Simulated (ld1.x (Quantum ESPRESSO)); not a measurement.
An all-electron radial function and its pseudo partner (B (Z = 5))

Columns: radius, all-electron u(r) and pseudo u(r) of the 2p shell (level -3.56 eV) of boron in the configuration [He] 2s2 2p1; PBEsol, non-relativistic, TM scheme, ld1.x (Quantum ESPRESSO) 7.5.

```json
{"r (bohr)": "0.185", "all-electron": "0.0763", "pseudo": "0.0219"}
{"r (bohr)": "0.370", "all-electron": "0.2096", "pseudo": "0.0847"}
{"r (bohr)": "0.555", "all-electron": "0.3368", "pseudo": "0.1798"}
{"r (bohr)": "0.740", "all-electron": "0.4406", "pseudo": "0.2940"}
{"r (bohr)": "0.925", "all-electron": "0.5199", "pseudo": "0.4122"}
{"r (bohr)": "1.110", "all-electron": "0.5752", "pseudo": "0.5192"}
{"r (bohr)": "1.295", "all-electron": "0.6086", "pseudo": "0.6033"}
{"r (bohr)": "1.480", "all-electron": "0.6239", "pseudo": "0.6578"}
{"r (bohr)": "1.665", "all-electron": "0.6250", "pseudo": "0.6816"}
{"r (bohr)": "1.850", "all-electron": "0.6153", "pseudo": "0.6787"}
{"r (bohr)": "2.035", "all-electron": "0.5976", "pseudo": "0.6557"}
{"r (bohr)": "2.220", "all-electron": "0.5743", "pseudo": "0.6204"}
{"r (bohr)": "2.405", "all-electron": "0.5473", "pseudo": "0.5793"}
{"r (bohr)": "2.590", "all-electron": "0.5179", "pseudo": "0.5373"}
{"r (bohr)": "2.775", "all-electron": "0.4873", "pseudo": "0.4973"}
{"r (bohr)": "2.960", "all-electron": "0.4564", "pseudo": "0.4605"}
{"r (bohr)": "3.145", "all-electron": "0.4257", "pseudo": "0.4270"}
{"r (bohr)": "3.330", "all-electron": "0.3958", "pseudo": "0.3960"}
{"r (bohr)": "3.515", "all-electron": "0.3671", "pseudo": "0.3671"}
{"r (bohr)": "3.700", "all-electron": "0.3397", "pseudo": "0.3397"}
{"r (bohr)": "3.885", "all-electron": "0.3137", "pseudo": "0.3137"}
{"r (bohr)": "4.070", "all-electron": "0.2893", "pseudo": "0.2893"}
{"r (bohr)": "4.255", "all-electron": "0.2666", "pseudo": "0.2666"}
{"r (bohr)": "4.440", "all-electron": "0.2453", "pseudo": "0.2453"}
{"r (bohr)": "4.625", "all-electron": "0.2255", "pseudo": "0.2255"}
{"r (bohr)": "4.810", "all-electron": "0.2072", "pseudo": "0.2072"}
```

Task: How many radial nodes do the two functions have?

Result: The all-electron 2p function has n − l − 1 = 0; the pseudo-wave has 0.

Task: At about which radius was the pseudo-wave matched?

Result: 3.70 bohr. The columns agree to 0.0005 from 3.33 bohr on; several derivatives are matched, so the curves merge somewhat inside the radius.

Task: Is the pseudo-wave norm-conserving?

Result: Yes: the TM scheme keeps the norm inside the radius equal to the all-electron one, which fixes the energy derivative of the logarithmic derivative at the level.
